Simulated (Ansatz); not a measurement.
Computed with Ansatz on PBE0-D4/def2-TZVP structures; ΔE is electronic, products minus reactants. CCSD(T)/CBS adds triple-zeta CCSD(T) − MP2 to the extrapolated MP2 energy (def2 sets, frozen cores). Functionals use def2-TZVPP. B3LYP here is the variant with VWN-RPA as its local correlation; programs differ in this. One conformer a species, not always the lowest.

`CC[SiH](F)F` → `C[SiH](F)CF`  (isomerisation)

```
             level  ΔE (kcal/mol)  difference from CCSD(T)/CBS
            PBE-D4           47.4                         -4.8
         r2SCAN-D4           50.2                         -2.0
           PBE0-D4           49.2                         -3.0
          B3LYP-D4           49.4                         -2.8
           ωB97X-V           49.4                         -2.8
           ωB97M-V           50.1                         -2.1
            B2PLYP           51.0                         -1.2
               PBE           47.2                         -5.0
            r2SCAN           50.2                         -2.0
              PBE0           49.0                         -3.2
             B3LYP           49.1                         -3.1
     HF/def2-TZVPP           52.0                         -0.2
    MP2/def2-TZVPP           54.1                          1.9
SCS-MP2/def2-TZVPP           52.9                          0.7
   CCSD/def2-TZVPP           52.0                         -0.2
CCSD(T)/def2-TZVPP           51.7                         -0.5
     HF/def2-QZVPP           52.5                          0.3
    MP2/def2-QZVPP           54.5                          2.3
SCS-MP2/def2-QZVPP           53.4                          1.2
      HF/CBS(def2)           52.5                          0.3
     MP2/CBS(def2)           54.5                          2.3
    CCSD/CBS(def2)           52.4                          0.2
       CCSD(T)/CBS           52.2                            0
```

Largest T1 diagnostic among the species: 0.011.

From PBE to PBE0 (25 % exact exchange), in def2-TZVPP and without D4, ΔE moves by +1.9 kcal/mol.

CCSD(T)/CBS has its own doubt, a few kJ/mol and more with outer-core shells, so smaller differences from it don't rank the levels.
